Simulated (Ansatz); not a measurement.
C2H5FO2Si can be A, `O=COC(F)[SiH3]`, or B, `O[Si@@H]1C[C@@H](F)O1`.

Isolated molecules relaxed with PBE0-D4/def2-TZVP in Ansatz; ΔE leaves out vibrations. CBS: MP2 limit from def2 TZ/QZ plus the TZ coupled-cluster correction, frozen cores. DFT in def2-TZVPP. B3LYP here is the variant with VWN-RPA as its local correlation; programs differ in this. One conformer a species, not always the lowest.

(1) Which isomer does CCSD(T)/CBS put lower? Give the gap. (Estimate.)

(2) Give E(B) − E(A) in kcal/mol with r2SCAN-D4, MP2/def2-TZVPP, B3LYP-D4, CCSD(T)/def2-TZVPP, B2PLYP, CCSD/def2-TZVPP, ωB97M-V. (Best estimate.)

Largest T1 diagnostic: 0.015.

## Answers

(1) Computed: B, by 68.5 kcal/mol.

(2) Computed: r2SCAN-D4 -65.2, MP2/def2-TZVPP -70.5, B3LYP-D4 -61.4, CCSD(T)/def2-TZVPP -66.0, B2PLYP -64.0, CCSD/def2-TZVPP -67.1, ωB97M-V -67.0. None reverses the order clearly.

From PBE to PBE0 (25 % exact exchange), in def2-TZVPP and without D4, E(B) − E(A) moves by −5.4 kcal/mol. In def2-TZVPP, CCSD(T) changes the Hartree–Fock value by −3.4 kcal/mol (the triples alone add +1.0 kcal/mol) and MP2 by −7.8 kcal/mol.
